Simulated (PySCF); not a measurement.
Computed properties of Bi(H)2(NMe2) (C2H8BiN), SMILES C[N](C)[BiH2]

Bi(H)2(NMe2) (C₂H₈BiN), SMILES [N](C)(C)[BiH2]. Coordinates come from a B3LYP-D3(BJ)/def2-SVP optimisation. The structure was generated by enumeration; whether it is a known compound was not checked. The def2 effective core potentials stand for the cores of Bi; spin–orbit coupling is left out. Other conformers were not sampled. All values are computed for the isolated molecule unless a solvent is named; none is compared with measurement here.

**Structure.** All 30 harmonic modes at B3LYP-D3(BJ)/def2-SVP (PySCF) are real, so it is a minimum. With heavy atoms numbered as in [BiH2:1][N:4]([CH3:5])[CH3:6], the shortest bond between them is N4–C5 at 1.447 Å and the longest Bi1–N4 at 2.195 Å.

**Vibrations.** The strongest infrared lines (harmonic, unscaled, degenerate partners summed) lie at 1701 cm⁻¹ (277 km/mol, H 99 %), 1780 cm⁻¹ (244 km/mol, H 100 %), 2914 cm⁻¹ (149 km/mol, H 95 %). The softest mode is at 126 cm⁻¹ and the zero-point energy is 58.4 kcal/mol.

**Electronic structure.** M06-2X/def2-TZVP (PySCF) places the frontier levels at -7.22 and -0.07 eV, a gap of 7.15 eV, and gives a dipole moment of 1.36 D and a mean polarisability of 82.2 bohr³. PBE/def2-TZVP (PySCF) at the same geometry gives -4.76 and -1.62 eV, so its gap is 4.01 eV narrower. An orbital gap is neither the optical nor the fundamental gap.

**Excitations.** TDDFT-ωB97X/def2-SVPD (PySCF) has S1 at 4.38 eV (283 nm, f = 0.033, weak); the most intense of the 10 singlets computed lies at 7.53 eV (f = 0.17). T1 (TDA) is at 3.83 eV. TDDFT-PBE/def2-SVPD (PySCF) puts S1 at 3.40 eV. No vertical singlet excitation falls in the visible range (under 3.1 eV).
